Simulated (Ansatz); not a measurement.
Program: Ansatz. Geometries: PBE0-D4/def2-TZVP. ΔE: electronic, gas phase. CBS: MP2 limit from def2 TZ/QZ plus the TZ coupled-cluster correction, frozen cores. This one scheme is used for every species. Double bonds are as drawn, so ΔE can hold a change between cis and trans. Functionals use def2-TZVPP. B3LYP here is the variant with VWN-RPA as its local correlation; programs differ in this. One conformer a species, not always the lowest.

Reaction (substitution at a C–C bond): `CO/C(C)=C\F` + `CNBF` → `CN(C)BF` + `CO/C=C/F`

```
             level  ΔE (kJ/mol)  difference from CCSD(T)/CBS
            PBE-D4         37.3                         -1.9
         r2SCAN-D4         40.3                          1.1
           PBE0-D4         39.6                          0.4
           ωB97M-V         39.5                          0.3
            B2PLYP         39.3                          0.1
               PBE         37.7                         -1.5
            r2SCAN         40.3                          1.1
              PBE0         39.8                          0.6
             B3LYP         39.1                         -0.1
    MP2/def2-TZVPP         39.8                          0.6
SCS-MP2/def2-TZVPP         38.7                         -0.5
   CCSD/def2-TZVPP         38.9                         -0.3
CCSD(T)/def2-TZVPP         38.0                         -1.2
    MP2/def2-QZVPP         40.4                          1.2
      HF/CBS(def2)         42.9                          3.7
    CCSD/CBS(def2)         40.1                          0.9
       CCSD(T)/CBS         39.2                            0
```

Largest T1 diagnostic among the species: 0.012.

In def2-TZVPP, CCSD(T) changes the Hartree–Fock value by −5.0 kJ/mol (the triples alone add −0.9 kJ/mol) and MP2 by −3.3 kJ/mol.
